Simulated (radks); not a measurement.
The numbers below are computed, except where a source is named.
Problem. Successive ionisation energies (eV) of one element, from differences of total energies of ions in their ground configurations, starting at charge 0: 5.537, 10.163, 35.918, 47.375, 59.387, 71.887. Level of theory: Dirac Kohn-Sham, LDA (Slater exchange, Perdew-Wang correlation), spin-unpolarised, spherical densities, finite nucleus; open shells fill j = l - 1/2 first; Fermi nuclear charge, rms radius 4.8378 fm (a radial shooting solver on a logarithmic mesh with Libxc functionals). Which element is it?

Solution. Barium (Z = 56). The first species listed is Ba in [Xe] 6s2, the last Ba5+ in [Kr] 4d10 5s2 5p3.
